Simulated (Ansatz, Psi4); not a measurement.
System: Si₂H₄Cl, net charge 0, doublet state. SMILES: [SiH2]([SiH2])Cl
Coordinates optimised at B3LYP-D3(BJ)/def2-TZVP (Ansatz, an electronic-structure program):
```
Si
H 1 1.4791
H 1 1.4817 2 108.94
Cl 1 2.0757 2 108.28 3 116.02
Si 1 2.3307 2 110.38 3 -125.79
H 5 1.4840 1 113.42 2 -177.33
H 5 1.4860 6 110.31 1 128.02
```
Charge 0, spin multiplicity 2.

Property: size of the dipole moment, in D. Terms: spin-orbit terms left out; six Cartesian d functions in 6-31G* and its kin unless marked 5d; open shells spin-unrestricted; no dispersion term unless named; non-relativistic; 6-311+G** with 5d, 6d on Na to Ar in Ansatz. First-principles rows: single points at B3LYP-D3(BJ) geometries (Ansatz).

```csv
level,program,size of the dipole moment (D)
PBE/3-21G,Ansatz,2.35
BLYP/6-31G*,Ansatz,1.68
B3LYP/STO-3G,Ansatz,2.76
B3LYP/3-21G,Ansatz,2.46
B3LYP/6-31G,Ansatz,2.48
B3LYP/6-31G*,Ansatz,1.80
B3LYP/6-31+G*,Ansatz,1.78
B3LYP/6-31G**,Ansatz,1.81
B3LYP/def2-SVP,Ansatz,1.35
B3LYP/cc-pVDZ,Ansatz,1.48
B3LYP/6-311+G**,Ansatz,1.77
PBE0/6-311+G**,Ansatz,1.80
wB97X-D/6-31G*,Psi4,1.89
```

No value to compare with is used here. The 13 habitual levels span 1.35 (B3LYP/def2-SVP) to 2.76 D (B3LYP/STO-3G).

The levels are drawn from those run, B3LYP/6-31G* more often than the rest, none by its result; left out are runs that failed, that the program found above a lower state of the same kind, or whose <S^2> lies over 0.5 above the pure value.
